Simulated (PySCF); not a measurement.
C4H5F3S (charge -1 and doublet state).
Cartesian coordinates in Å at the GFN2-xTB level; atoms count from 1:
```
atom  x, y, z in Å
C1    -1.2852    0.6418   -1.1573
C2    -0.5474    0.1277   -0.0887
S3     0.4990    1.1375    0.9165
C4     2.1381    0.5842    0.1819
C5    -1.0645   -1.0548    0.5849
F6    -2.2598   -0.9213    1.3183
F7    -1.3883   -2.0612   -0.2838
F8    -0.2334   -1.6343    1.4803
H9    -2.2177    0.1971   -1.4601
H10   -0.9532    1.5298   -1.6611
H11    2.1249    0.7872   -0.8849
H12    2.2569   -0.4802    0.3633
H13    2.9262    1.1470    0.6729
```

The hyperfine couplings belong to this conformer and change with its torsions.

The species is `[CH2-][C](SC)C(F)(F)F` [radical] (charge -1).

Level of theory: PySCF 2.14.0, UKS B3LYP, pcH-1 on C F H S, non-relativistic, mean-field spin-orbit, GIAO. Whether the extra electron is bound in the gas phase wasn't checked; a finite basis holds it in any case. A GFN2-xTB geometry isn't a minimum of the functional, and hyperfine couplings can be far from their values at a DFT geometry, by a factor of two or more for some ions and for spin on atoms past the first row. The frame is twisted about the C1–C2 bond at this geometry (dihedral H9–C1–C2–C5 = 2°); couplings at other torsion angles weren't computed. The SCF solution wasn't tested for stability.

(1) Predict the first-order ENDOR lines of F6/F7/F8, H10, H9 and H11/H12/H13 under fast tumbling at B = 1209.0 mT (Q band).

(2) Which pairs are centred on the nuclear Larmor frequency, and which on half the coupling?

(3) At what field would the lower line of F6/F7/F8 fall to zero frequency?

Answers

(1) ν± = |νn ± a/2|, one line for each electron-spin manifold; νn = |g_N| × 7.62259 MHz/T × B.

```csv
nuclei,isotope,g_N,νn (MHz),a_iso (MHz),lower line (MHz),upper line (MHz)
F6/F7/F8,19F,5.2577,48.45,77.15,9.88,87.03
H10,1H,5.5857,51.48,-40.49,31.23,71.72
H9,1H,5.5857,51.48,-35.94,33.51,69.45
H11/H12/H13,1H,5.5857,51.48,-2.01,50.47,52.48
```

(2) Centred on νn, since |a| < 2νn: F6/F7/F8, H10, H9 and H11/H12/H13. No pair has |a| > 2νn.

(3) Where νn = |a|/2, that is B = 38.58 MHz/(5.2577 × 7.62259 MHz/T) = 963 mT, as far as first order holds there.

Nuclei that the bonding pattern makes equivalent are averaged, as if the motion that swaps them (rotation, inversion, ring flip) were fast. H9 and H10 aren't averaged: C1 is flat or nearly so (angle sum 360°), and its turn about the short C1–C2 bond (1.40 Å) is taken as slow. The three 19F nuclei of mean +77.2 MHz run from 19.1 to 174.1 MHz in the frozen geometry.

The SMILES draws the unpaired electron on C2; the largest computed Mulliken spin population is on C1 (0.72 against 0.18).
